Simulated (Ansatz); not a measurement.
CH2AlFTe, SMILES `F[CH]1[AlH][Te]1`. Charge 0, multiplicity 1. Te takes the def2 core potential. Geometry: relaxed with PBE0-D4/def2-TZVP.

```xyz
6

F    -0.520    0.796    1.624
C    -0.335   -0.184    0.689
Al    0.815    0.102   -0.850
Te   -1.596    0.140   -1.197
H    -0.649   -1.138    1.108
H     2.284    0.285   -1.375
```

**Question.** What is the dipole moment at ωB97M-V/def2-TZVPP? (Best estimate.)

**Answer.** Computed: 2.31 D, with components (1.91, -1.02, -0.79) D in this frame, pointing from negative to positive charge.

**Question.** And with PBE, r2SCAN, B3LYP? (Estimate.)

**Answer.** Computed: PBE 1.79 D, r2SCAN 2.00 D, B3LYP 2.10 D.

**Question.** Give the Mulliken charges with ωB97M-V, r2SCAN, B3LYP in def2-TZVPP. (Estimate.)

**Answer.** Computed: 
```csv
atom,ωB97M-V,r2SCAN,B3LYP
F1,-0.20,-0.20,-0.22
C2,-0.11,-0.04,-0.06
Al3,0.28,0.35,0.28
Te4,-0.08,-0.11,-0.08
H5,0.15,0.11,0.14
H6,-0.04,-0.10,-0.06
```

B3LYP here is the variant with VWN-RPA as its local correlation; programs differ in this.
